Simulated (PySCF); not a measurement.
# Calculated properties of `CN[SiH2]N([SiH3])[C@]12C[C@H]1C2`

C₅H₁₄N₂Si₂.
Numbering: `[CH3:1][NH:2][SiH2:3][N:4]([SiH3:5])[C@:6]12[CH2:7][C@H:8]1[CH2:9]2` (hydrogens: H10, H11, H12 on C1; H13 on N2; H14, H15 on Si3; H16, H17, H18 on Si5; H19, H20 on C7; H21 on C8; H22, H23 on C9)

Some functional groups and rings: Si–H bond and cyclopropane ring.

GFN2-xTB geometry:

| Item | Value |
| --- | --- |
| Point group of the GFN2-xTB geometry | C1 |
| Rotational constants A, B, C of the GFN2-xTB geometry | 2.050, 0.714, 0.595 GHz |

From PBE0/pcSseg-1 ground state and GIAO shieldings, non-relativistic (PySCF):

| Item | Value |
| --- | --- |
| Dipole moment | 1.26 D |
| HOMO energy | -6.68 eV |
| LUMO energy | 0.62 eV |
| HOMO–LUMO gap | 7.30 eV |
| Lowest Hirshfeld atomic charge | -0.26 e on N4 |
| Highest Hirshfeld atomic charge | +0.39 e on Si3 |
| 13C chemical shifts (computed TMS as zero) by class | 34.3 (C7/C9), 33.2 (C6), 29.7 (C1), 7.8 (C8) ppm |
| 1H chemical shifts (computed TMS as zero) by class | 5.23 (H14/H15), 4.46 (H16/H17/H18), 2.82 (H10/H11/H12), 2.42 (H21), 1.37 (H20/H23), 0.58 (H19/H22), -0.09 (H13) ppm |
| Isotropic shieldings of nuclei other than C and H, by class | 254 (N2), 270 (N4), 378 (Si3), 411 (Si5) ppm |
| Mayer bond orders between heavy atoms | C1–N2 0.98, N2–Si3 1.01, Si3–N4 0.88, N4–Si5 0.93, N4–C6 0.92, C6–C7 0.98, C7–C8 0.94, C8–C9 0.95, C8–C6 0.86, C9–C6 0.98 |

Monoisotopic mass (most abundant isotopes): 158.0696 u.

With B = h/(8π²I), that is 505.379 GHz u Å² over I, the principal moments of inertia are 246.5, 708.1 and 849.8 u Å² (most abundant isotopes); the inertial defect Ic − Ia − Ib is -104.8 u Å² (zero for a rigid planar frame, negative otherwise). The dipole equals about 4.2 × 10⁻³⁰ C·m (1 D = 3.33564 × 10⁻³⁰ C·m). The rotational constants make it an asymmetric top with κ = (2B − A − C)/(A − C) = -0.84, nearer the prolate limit (−1).

Isolated species at its GFN2-xTB geometry (one conformer only). GFN2-xTB frequencies show an imaginary mode (25i cm⁻¹), so this geometry is no minimum at that level. NMR classes are plain means over equivalent atoms (diastereotopic ones count apart unless rotation or inversion swaps them), as if these changed places fast; in this geometry the members of some classes differ.

The values belong to the conformer `[CH3:1][NH:2][SiH2:3][N:4]([SiH3:5])[C@:6]12[CH2:7][C@H:8]1[CH2:9]2`: C1–N2–Si3–N4 -175°, N2–Si3–N4–Si5 23°, Si3–N4–C6–C7 -95°.
